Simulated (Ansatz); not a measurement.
def2 core potentials replace the inner electrons of Sn.

Cartesian coordinates (Å):
```xyz
20

C      2.3811     1.0581    -1.8104
O      2.4088     0.1664    -0.7672
Sn     0.6971    -0.0445     0.4639
C      1.1738    -2.0961     1.0288
O     -0.9992     0.0122     1.7787
C     -1.6962     1.1659     2.0077
O     -0.4618    -0.2738    -1.2234
C     -1.8350    -0.3104    -1.1613
H      1.4468     1.0107    -2.4109
H      2.4987     2.1279    -1.5020
H      3.2224     0.8631    -2.5160
H      2.2633    -2.2425     1.0378
H      0.7387    -2.3242     2.0118
H      0.7267    -2.7506     0.2647
H     -2.5500     1.3231     1.3020
H     -1.0836     2.0981     1.9376
H     -2.1451     1.1824     3.0297
H     -2.2270    -0.6315    -0.1741
H     -2.2487    -1.0120    -1.9224
H     -2.3111     0.6779    -1.3752
```
Charge -1, spin multiplicity 2.

Method: frozen-core CCSD(T)/def2-SVP // PBE0-D3(BJ)/def2-SVP (Ansatz, an electronic-structure program).

* **HF energy**: -596.08005 Ha
* **MP2 correlation energy**: -1.25710 Ha

**Question.** Estimate the CCSD correlation energy, the (T) correction, the total energy and the T1 diagnostic.

**Answer.** 
```
Property                         Value
-----------------------  -------------
CCSD correlation energy    -1.33535 Ha
(T) correction             -0.03763 Ha
CCSD(T) total energy     -597.45303 Ha
T1 diagnostic                    0.014
```
